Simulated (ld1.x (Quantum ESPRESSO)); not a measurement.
# tin, TM: configuration errors across variants

Sn (Z = 50), norm-conserving Troullier–Martins (Kleinman–Bylander form), made with ld1.x (Quantum ESPRESSO) 7.5 (LDA (PZ), fully relativistic). Core [Kr] 4d10, reference 5s2 5p2. Waves: 5p (bound): rc 2.25 bohr; 5s (bound): rc 1.75 bohr. Local part: the s channel. Core correction: a·sin(br)/r model core inside 0.95 bohr.

Open shells are filled in proportion to 2j + 1 (rel_dist='average').

All-electron excitation energies from the reference (eV): (1) 5s2 5p1 7.112; (2) 5s2 5p0 21.395; (3) 5s1 5p0 52.844; (4) 5s0 5p4 14.359; (5) 5s2 5p2.3 -0.903; (6) 5s1 5p3 7.055; (7) 5s2 5p1.5 2.723.

2 further variants failed, have other tests or too few solved ones, and are left out.

The file “local potential the p channel” misses its own reference levels by 0.3 eV.

Errors AE − PS in meV (a dash: test not solved or not reliable):

```csv
change,(1),(2),(3),(4),(5),(6),(7),bound ghosts
base,-6.5,-56,-320,-59,0.0,-14,-1.1,none
wave 5s (bound): rc 1.75 bohr becomes 5s (bound): rc 1.94 bohr,-6.8,-57,-323,-55,0.0,-13,-1.1,none
core correction a·sin(br)/r model core inside 1.32 bohr,-6.5,-56,-320,-59,0.0,-14,-1.0,none
local potential the p channel,+4.3,-29,-279,-79,-2.9,-24,+3.9,none
wave 5p (bound): rc 2.25 bohr becomes 5p (bound): rc 2.92 bohr,-7.3,-64,-345,-41,0.0,-10,-1.1,none
```

(1) Give the same row for: all radii but the core radius scaled by about 1.30 (s 2.28, p 2.92 bohr).

Results:

(1) -7.1, -63, -346, -43, 0.0, -11, -1.1; bound ghosts: none.
